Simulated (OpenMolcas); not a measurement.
O2+: from RASSCF to RASPT2

```yaml
Program: OpenMolcas
Basis: ANO-RCC-VQZP [5s4p3d2f1g]
Scalar_Hamiltonian: DKH2, point nucleus
Active_space: 2 electrons in 9 orbitals (RAS2 2p; RAS3 3s 3d, at most 1 electron)
State_averaging: 2S+1 = 3 even, 3 roots; 2S+1 = 1 even, 6 roots; 2S+1 = 3 odd, 3 roots; 2S+1 = 1 odd, 3 roots
Spin-orbit_coupling: state interaction with AMFI integrals over the reference wave functions, term energies averaged over their components
```

Methods on the same reference wave functions:
A. RASSCF
B. SS-RASPT2, IPEA 0.25 Eh, imaginary shift 0.1 Eh (closed shells correlated: 1s 2s)

Energies in cm-1 above 2s2 2p2 3P0, the measured ground level; measured values from Moore, Selected Tables of Atomic Spectra, NSRDS-NBS 3, section 11.

```csv
Level,A,B,Measured
2s2 2p2 3P0,0.0,0.0,0.0
2s2 2p2 3P1,111,111,113
2s2 2p2 3P2,328,328,
2s2 2p2 1D2,22850,20540,20273
2s2 2p2 1S0,56328,48920,43186
2s2 2p 3s 3P* 0,269699,270050,267259
2s2 2p 3s 3P* 1,269819,270170,267377
2s2 2p 3s 3P* 2,270080,270430,267634
2s2 2p 3s 1P* 1,274636,274910,273081
```

Deviations, from unrounded energies. A percentage is the sum of absolute deviations over the sum of measured energies, with the sign that they share, or ± where signs differ.

```
                        Against measurement  Levels      A     B
             mean absolute deviation (cm-1)       7   3500  2300
      fine structure of the ground term (%)       1   -2.1  -1.9
other terms of the ground configuration (%)       2  +24.8  +9.5
                   other configurations (%)       4   +0.8  +1.0
```

B lies closest to measurement on these levels. The largest miss of B in the table is 2s2 2p2 1S0, by +5700 cm-1. The ranking rests on the paired levels alone, and a cruder setting can come out closer through cancelling errors.

From A to B the spin-free energies of the other terms of 2s2 2p2 shown, above 3P, scale by factors of 0.87 to 0.90.

The lowest spin-free term lies below A's lowest term by 0.098 hartree in B.

Term energies are means over components that CASPT2 splits; among the terms shown or strongly mixed into the levels shown the widest spread is 87 cm-1 (2s2 2p2 1D, B). ANO sets are built for valence states and can reach diffuse excited orbitals poorly. With the s shell closed, the reference lacks s² → p² mixing. Measured partners are found by configuration, term and J. A level has none where our copy of the source lacks it or the pairing is in doubt (some pairs that miss far off the trend of their configuration count as doubtful), and it then counts in no deviation. Only configurations of the active space appear.

* marks odd parity.
